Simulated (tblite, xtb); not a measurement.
C₃H₅ (SMILES [CH-]1CC1), charge -1, singlet, geometry from GFN2-xTB. Base run: GFN1-xTB (xtb 6.7.1).

Geometry (Å):
```xyz
8

C     -0.0108     0.9602     0.0934
C      0.7558    -0.3445     0.0266
C     -0.7483    -0.3609     0.0218
H     -0.0126     1.4318    -0.9420
H      1.2554    -0.7436    -0.8763
H      1.2617    -0.7094     0.9296
H     -1.2518    -0.7368     0.9216
H     -1.2333    -0.7707    -0.8842
```
Charge -1, spin multiplicity 1.
All else is at xtb's defaults.
Base energy -9.12781 Eh.

Programs used: tblite, xtb; a row that names a program was run with it.

Each row names what was changed in the base input (with any setting that the change needs).

```csv
change,ΔE vs base (mEh),HOMO-LUMO gap (eV),SCF cycles
base,0.000,5.42,9
program = tblite; method = gfn1; option = --spin-polarized,0.000,-,-
etemp = 10000,[?],[?],9
file = coord,0.000,5.42,9
program = tblite; method = gfn1,0.000,-,-
alpb = chcl3,[?],[?],9
etemp = 1000,0.000,5.42,9
"program = tblite; method = gfn1; option = (--etemp, 2000)",0.000,-,-
```

Problem. Complete the blanks.

Solution. 
- etemp = 10000, ΔE vs base (mEh): -8.369
- etemp = 10000, HOMO-LUMO gap (eV): 5.68
- alpb = chcl3, ΔE vs base (mEh): -85.236
- alpb = chcl3, HOMO-LUMO gap (eV): 5.66

ALPB and GBSA are two models with their own fitted parameters for each solvent, which aren't always the measured dielectric constant.
